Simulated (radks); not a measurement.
All-electron atom: Mn in [Ar] 3d5 4s2 (the NIST ground configuration). Calculated with a radial shooting solver on a logarithmic mesh with Libxc functionals: non-relativistic Kohn-Sham, SOGGA, spin-polarised, spherical densities, point nucleus; open shells are filled with parallel spins first.

Local quantities along the radius. ELF = 1/(1 + alpha^2) is the electron localisation function; alpha = (tau - tau_W)/tau_unif compares the Pauli kinetic energy density with that of the uniform gas (summed over spins); s = |grad rho|/(2 (3 pi^2)^(1/3) rho^(4/3)) is the reduced gradient; r v_xc is r times the local exchange-correlation potential of spin up (hartree bohr); -r V(r) is the screened charge that the Kohn-Sham potential of spin up presents (atomic units).

r (bohr),ELF,alpha,s,r v_xc,-r V(r)
0.002636,1.000,0.01470,0.3851,-0.07367,24.79
0.003487,1.000,0.01557,0.3905,-0.09048,24.71
0.004577,1.000,0.01676,0.3975,-0.1113,24.61
0.006008,1.000,0.01845,0.4069,-0.1374,24.48
0.007886,1.000,0.02096,0.4194,-0.1698,24.32
0.01043,0.999,0.02491,0.4370,-0.2105,24.09
0.0137,0.999,0.03111,0.4602,-0.2572,23.80
0.01798,0.998,0.04168,0.4920,-0.3104,23.43
0.0236,0.996,0.06118,0.5357,-0.3676,22.95
0.03122,0.990,0.1026,0.5974,-0.4259,22.34
0.04098,0.963,0.1953,0.6755,-0.4746,21.60
0.05379,0.846,0.4267,0.7587,-0.5075,20.70
0.0706,0.519,0.9632,0.7779,-0.5224,19.63
0.09342,0.280,1.602,0.5914,-0.5365,18.32
0.1226,0.376,1.287,0.3377,-0.6172,16.90
0.1609,0.676,0.6928,0.3099,-0.7534,15.34
0.2113,0.824,0.4625,0.4495,-0.8512,13.62
0.2795,0.760,0.5618,0.6824,-0.8600,11.77
0.3669,0.318,1.463,0.8316,-0.7825,9.921
0.4816,0.193,2.045,0.3834,-0.8019,8.103
0.6321,0.621,0.7819,0.2368,-1.003,6.392
0.8364,0.801,0.4989,0.4510,-1.125,4.708
1.098,0.717,0.6279,0.7263,-1.093,3.356
1.441,0.421,1.172,1.021,-0.9494,2.352
1.891,0.199,2.008,1.076,-0.7950,1.637
2.503,0.316,1.471,0.9377,-0.7404,1.182
3.285,0.668,0.7044,1.176,-0.7034,0.8919
4.312,0.862,0.3996,1.907,-0.5542,0.6127
5.659,0.916,0.3035,3.483,-0.4232,0.4352
7.488,0.917,0.3000,7.829,-0.2653,0.2666
9.829,0.850,0.4203,21.91,-0.1154,0.1154

On this mesh the ELF has minima near r = 0.093, 0.42, 1.9 bohr, which separate the shells, and maxima near 0.24 (0.83), 0.84 (0.80), 6.5 (0.92).

Self-consistent cycle (total energy in hartree, residual of the potential): 1: -1149.198332, 2e+00; 2: -1149.362498, 1e+00; 3: -1149.466789, 1e-01; 4: -1149.468618, 4e-02; 5: -1149.468909, 2e-03; 6: -1149.468912, 6e-04; 7: -1149.468913, 2e-04; 8: -1149.468913, 1e-05; 9: -1149.468913, 1e-05; 10: -1149.468913, 6e-07; 11: -1149.468913, 8e-07; 12: -1149.468913, 7e-08; 13: -1149.468913, 2e-09.
